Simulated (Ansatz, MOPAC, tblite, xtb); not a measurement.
Breaking a bond: Hf(Cl)3(OH), HCl3HfO, SMILES [OH][Hf]([Cl])([Cl])[Cl]. The Hf1–O5 bond (Hf1 also carries Cl, Cl, Cl; O5 carries H) is stretched with both fragments frozen at the PBE0/def2-TZVP, def2 effective core potentials past Kr optimised geometry.

Methods: GFN2-xTB, 300 K electronic temperature (tblite); GFN1-xTB (xtb); PM6, restricted, heats of formation (MOPAC); UKS-PBE0 = unrestricted PBE0/def2-TZVP, def2 effective core potentials past Kr (Ansatz, a quantum-chemistry and plane-wave program).

Energies relative to the lowest point of each curve near equilibrium, in kJ/mol; the last columns give the difference from UKS-PBE0:

```tsv
R / Å	GFN2-xTB	GFN1-xTB	PM6	UKS-PBE0	GFN2-xTB − UKS-PBE0	GFN1-xTB − UKS-PBE0	PM6 − UKS-PBE0
1.55	134.6	223.9	190.2	290.2	-155.6	-66.4	-100.0
1.66	35.2	63.2	64.0	106.9	-71.7	-43.6	-42.9
1.79	1.3	3.6	4.2	14.7	-13.4	-11.1	-10.5
1.83	0.0	0.0	0.0	4.4	-4.4	-4.4	-4.4
1.88	1.8	1.2	2.1	0.0	1.8	1.2	2.1
1.94	7.6	8.6	13.6	4.6	3.0	4.0	9.0
2.02	19.3	25.0	41.1	23.0	-3.7	2.0	18.1
2.12	37.9	51.4	89.7	59.0	-21.1	-7.6	30.7
2.30	78.7	106.5	199.5	141.7	-62.9	-35.2	57.9
2.50	131.9	171.3	329.9	239.3	-107.4	-68.0	90.6
2.78	211.6	263.4	492.0	364.4	-152.8	-101.1	127.5
3.10	305.5	366.5	629.2	480.8	-175.3	-114.3	148.4
3.44	385.0	—	703.8	548.1	-163.1	—	155.7
3.98	—	—	746.3	562.5	—	—	183.8
4.61	—	—	769.7	563.4	—	—	206.3
5.41	—	—	787.9	564.5	—	—	223.5
```

GFN2-xTB is furthest from UKS-PBE0 at 3.10 (-175.3 kJ/mol, below); its mean absolute difference over the points is 72.0 kJ/mol.

GFN1-xTB is furthest from UKS-PBE0 at 3.10 (-114.3 kJ/mol, below); its mean absolute difference over the points is 38.2 kJ/mol.

PM6 is furthest from UKS-PBE0 at 5.41 (223.5 kJ/mol, above); its mean absolute difference over the points is 88.2 kJ/mol.

Dashes: no converged value, or the column stops at the first point that the program doubted or that broke a chosen test of continuity, which isn't proof of a fault.

The restricted form behind PM6 keeps the bonding electrons paired and can't separate into open-shell fragments. The unrestricted determinant behind UKS-PBE0 is spin-contaminated at 3.44 to 5.41 Å (<S²> up to 1.0, against 0.00 for a pure singlet).
